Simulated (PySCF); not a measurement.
# Correlation energy of As²⁺ (arsenic, charge +2)

[Ar] 3d10 4s2 5s1, 2S determinant (an excited configuration). All numbers are calculated (PySCF 2.14, scalar relativity by spin-free X2C-1e, in x2c-TZVPPall with one added diffuse shell each of s, p, d type (7s6p5d1f, 57 functions)). Frozen: [Ar] 3d10; 3 electrons correlated.

| level | correlation energy (mhartree) |
| --- | --- |
| CCSD | -52.04 |
| (T) | -0.96 |
| CCSD(T) | -53.00 |
| CCSDT | -53.28 |

Diagnostics: T1 = 0.0068, D1 = 0.0159, largest double amplitude 0.108.

Q: Is a single reference adequate?

A: Mostly. T1 lies below 0.03, but a double amplitude of this size points to a near-degeneracy that CCSD handles and MP2 describes poorly.
